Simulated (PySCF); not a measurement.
# Run times: tellurium in x2c-QZVPPall-2c

Measured wall times of calculations with PySCF 2.14 in x2c-QZVPPall-2c, with two-component X2C-1e, run from one Python driver. Hardware: 1 thread of Neoverse-V2 on a shared host, 3 GiB allowed. The two-electron integrals over 134 functions were computed once and kept in memory (10 CPU seconds with the set-up); the times below exclude them.

Launch command (the driver calls PySCF for each step listed in the task file):

```bash
OMP_NUM_THREADS=1 python sorun2.py TASK.json OUT
```

```csv
species,step,iterations,wall time (s)
Te³⁺ [Kr] 4d10 5s2 5p1,"GMP2 (21 electrons), spin-free",,6.2
Te³⁺ [Kr] 4d10 5s2 5p1,"GHF, screened spin-orbit",9,14
Te³⁺ [Kr] 4d10 5s2 5p1,"GMP2 (21 electrons), screened spin-orbit",,4.5
Te⁴⁺ [Kr] 4d10 5s2,"GHF, spin-free",5,8.8
Te⁴⁺ [Kr] 4d10 5s2,"GMP2 (20 electrons), spin-free",,4.2
Te⁴⁺ [Kr] 4d10 5s2,"GHF, screened spin-orbit",6,10
Te⁴⁺ [Kr] 4d10 5s2,"GMP2 (20 electrons), screened spin-orbit",,4.2
```

Problem. Roughly how long does GHF, spin-free take for Te³⁺ [Kr] 4d10 5s2 5p1 here?

Solution. About 21 s.

Peak memory of the process: 0.7 GiB. Times on a shared host vary from run to run.
